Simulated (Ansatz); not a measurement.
`B[SiH2]CC` → BH₃ + `CC[SiH]` at 298.15 K and 1 bar (silylene formation by 1,1-elimination).

Computed with Ansatz on PBE0-D4/def2-TZVP structures; ΔE is electronic, products minus reactants. CCSD(T)/CBS adds triple-zeta CCSD(T) − MP2 to the extrapolated MP2 energy (def2 sets, frozen cores). This one scheme is used for every species. Each species was taken in one conformer, which may not be the lowest.

| species | CCSD(T)/CBS energy (Eh) | H − E (kJ/mol) | S (J/(mol·K)) |
| --- | --- | --- | --- |
| `B[SiH2]CC` | -395.35748 | 288.7 | 348.0 |
| BH₃ | -26.55200 | 78.7 | 188.3 |
| `CC[SiH]` | -368.72354 | 201.6 | 291.2 |

H − E and S are ideal-gas, rigid-rotor, harmonic terms from PBE0-D4/def2-TZVP, for one conformer and one mirror image of each species. 1 Eh = 2625.50 kJ/mol, R = 8.31446 J/(mol·K).

Q: By hand: ΔE, ΔH, ΔS and ΔG.

A: ΔE = (-26.55200) + (-368.72354) − (-395.35748) = 0.08194 Eh = 215.1 kJ/mol. Δ(H − E) = 78.7 + 201.6 − 288.7 = -8.4, so ΔH = 206.7 kJ/mol. ΔS = 188.3 + 291.2 − 348.0 = 131.5 J/(mol·K). ΔG = 206.7 − 298.15 × (131.5)/1000 = 167.5 kJ/mol.

Q: By hand: the equilibrium constant, and the temperature at which ΔG would vanish if ΔH and ΔS stayed fixed.

A: log₁₀ K = −ΔG/(RT ln 10) = -29.3. ΔG = 0 at ΔH/ΔS = 1572 K.

The number of gas molecules changes by +1, which sets the sign of ΔS. A doubt of 5 kJ/mol in ΔE shifts log₁₀ K by 0.9 here. Other conformers and mirror images would add mixing entropy, several J/(mol·K) or more a flexible species. Modes under 60 cm⁻¹, often nearly free rotors, make the harmonic entropy too high. These are equilibria of isolated gas molecules and say nothing of rates. Largest T1 diagnostic: 0.012 (customary marks: 0.02 for closed shells, 0.045 for open ones).
